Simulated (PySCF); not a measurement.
# Dipole response of Fe⁺ (iron, charge +1)

[Ar] 3d7, high-spin 4F determinant (an excited configuration). Calculation: PySCF 2.14, in dyall-av2z (16s12p7d2f, 101 functions); no relativity, point nucleus. Coupled (time-dependent) response in atomic units; α is the mean over directions. A double-zeta set is small for polarisabilities.

```csv
method,mean α (bohr³),C₆ (like pair),S(−4)
UHF,7.092,23.62,53.07
PBE,10.62,35.53,168.3
PBE0,9.258,31.11,111.8
```

S(−4) is the Cauchy moment in α(ω) = α(0) + S(−4) ω² + …

α(iu) at UHF:

| u (hartree) | α(iu) (bohr³) |
| --- | --- |
| 0 | 7.092 |
| 0.0500 | 6.964 |
| 0.100 | 6.628 |
| 0.200 | 5.721 |
| 0.300 | 4.894 |
| 0.500 | 3.774 |
| 0.750 | 2.956 |
| 1.00 | 2.413 |
| 1.50 | 1.695 |
| 2.00 | 1.248 |
| 3.00 | 0.7592 |
| 5.00 | 0.3764 |

A single London oscillator, α(iu) = α/(1 + u²/ω²), gives C₆ = (3/4) ω α². Matching the computed C₆ needs ω = 4 × 23.62 / (3 × 7.092²) = 0.626 hartree.

For an ion, C₆ is the dispersion term alone; charge-induced terms of lower order in 1/R come first.
